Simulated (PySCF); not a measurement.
**Exact mass, isotope pattern and composition**

Species: `O[Si@@H](C1CC1)OC(C)C`.

All values are calculated from tables of isotopes.

(1) Find the molar and monoisotopic masses of C6H14O2Si.

(2) Give the isotope pattern of the molecular ion M+•, merging species of the same nominal mass.

(3) Count the protons, neutrons and electrons of the monoisotopic species, and give its exact less its nominal mass.

(4) What resolving power m/Δm just matches the spacing of the species with one 29Si and with one 13C?

(5) Which singly substituted isotopologues are there?

(6) Which m/z would the protonated, sodiated and deprotonated molecule have?

(7) Elemental analysis, calculated?

## Answers

(1) For C6H14O2Si, with standard atomic weights, 6 × 12.011 + 2 × 15.999 + 1 × 28.085 + 14 × 1.008 = 146.261 g/mol. From the most abundant isotopes (12C, 16O, 28Si, 1H), 6 × 12.000000 + 2 × 15.994915 + 1 × 27.976927 + 14 × 1.007825 = 146.0763 u.

(2) 
```
nominal mass  m/z (centroid)  relative intensity
         146        146.0758               100.0
         147        147.0775                11.8
         148        148.0742                 4.3
         149        149.0773                 0.3
```

Lines under 0.1 % of the tallest are left out. One electron mass, 0.00055 u, is taken off.

(3) 80 protons, 66 neutrons and 80 electrons; 146.0763 − 146 = +0.0763 u.

(4) They lie 0.00379 u apart at mass 147.08, so m/Δm is about 39000.

(5) Intensity in % of the monoisotopic species:

```tsv
isotope	mass shift (u)	m/z	intensity (%)
29Si	+0.99957	147.0753	5.08
13C	+1.00335	147.0791	6.49
17O	+1.00422	147.0800	0.08
2H	+1.00628	147.0820	0.16
30Si	+1.99684	148.0726	3.35
18O	+2.00425	148.0800	0.41
```

Species under 0.02 % are left out.

(6) [M+H]+ 147.0836, [M+Na]+ 169.0655, [M−H]− 145.0690, for the monoisotopic species (arithmetic only; whether such ions form is another matter).

(7) C 49.27 %, O 21.88 %, Si 19.20 %, H 9.65 %.
